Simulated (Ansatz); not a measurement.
```yaml
crystal:
  periodic: [false, false, false]
  atoms:
    - {symbol: Hg, position_ang: [0.000080, 0.000140, 0.000174]}
    - {symbol: S, position_ang: [2.085742, -0.405593, -0.666213]}
    - {symbol: S, position_ang: [-2.085822, 0.405453, 0.666039]}
basis:
  gaussian: {orbitals: def2-TZVP, initial_orbitals: start.molden}
hamiltonian: {xc: pbe}
correlation: {method: rpa}
scf: {omitted_lower_state_checks: [starts]}
```

The file start.molden holds the orbitals of an earlier run on this structure, at another level or in another basis.

```sh
$ ansatz run in.yaml --threads 2 --pin off --events-out ev --progress --plain --max-ram 4352MiB
```

Shortened log:

```
Functional definition: PBE
799 factors; integrals over basis functions are off by at most 8.3e-4 eV
mean field evaluation 1: about -25838.1657 eV, gradient 1.1e1 eV
mean field evaluation 2: about -25838.2655 eV, gradient 1.6e-1 eV
mean field evaluation 4: about -25838.2686 eV, gradient 5.1e-4 eV
mean field evaluation 8: about -25838.2686 eV, gradient 1.5e-6 eV
mean field -25838.26855076 eV, -949.5388554330 hartree, gradient 4.2e-6 eV, S^2 0.000000; 0 other end points of the search recorded, 0 dependent functions left out; unrestricted orbitals would lower it
mean field evaluation 16: about -25784.8591 eV, gradient 5.0e0 eV
10 core orbitals not correlated: weight in the atoms' cores, before any rotation towards them, 1.000 or more for the frozen orbitals, at most 0.000 for the correlated occupied ones
reference -25780.61556319 eV, -947.4201472183 hartree; 16, 16 occupied and 91, 91 virtual orbitals, 799 factors
Error: the energy between an occupied orbital and the lowest state that it is excited into in its spin channel is -0.5609 eV and must be positive: a state without a gap has no random-phase energy
```

Question: Can the result of this run be used?

Answer: No. The run stopped with an error. The reference has no gap: an occupied orbital lies above an empty one, and the correlation energy can't be formed.
